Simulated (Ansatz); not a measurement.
Species: CH3Si, SMILES `C=[SiH]` (charge 0, multiplicity 2).

Give a relaxed geometry from Ansatz (a quantum-chemistry and plane-wave program) with B3LYP-D3(BJ)/def2-TZVP.

the end point of this relaxation (outside a Z-matrix the atoms follow the SMILES, hydrogens last).
Bond lengths (Å): C1–Si2 1.707, C1–H3 1.086, C1–H4 1.081, Si2–H5 1.495. Angles (°): Si2–C1–H3 120.2, Si2–C1–H4 123.8, H3–C1–H4 116.0, C1–Si2–H5 121.3.
